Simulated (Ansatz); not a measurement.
System: CdH (charge 0, doublet). The spin state was set by rule; other spins were not relaxed. 
Geometry from a B3LYP-D3(BJ)/def2-TZVP (Ansatz, an electronic-structure program) optimisation:
SMILES: [CdH]
```xyz
2

Cd     0.0000     0.0000    -0.0367
H      0.0000     0.0000     1.7618
```
Charge 0, spin multiplicity 2.

Basis-set convergence of Hartree-Fock and CCSD correlation energies (hartree) with Ansatz. Correlated levels leave the core frozen unless marked. Open shells are spin-unrestricted. No spin-orbit coupling. The frozen core is the preceding noble-gas configuration, with the filled d and f shells of earlier blocks. Past Kr the def2 sets carry scalar-relativistic core potentials.

```csv
basis,functions,E(HF),"E(corr, CCSD)"
def2-SVPD,42,-167.36800,-0.27998
def2-TZVPPD,73,-167.40660,-0.41873
def2-QZVPPD,121,-167.40860,-0.45125
```

Extrapolating the two largest sets (X = 3 and 4) as X^-3: E(corr) = (64·(-0.45125) - 27·(-0.41873))/37 = -0.4750 Eh, an estimate of the basis-set limit. The largest set recovers 95.0 % of it, the smallest 58.9 %.
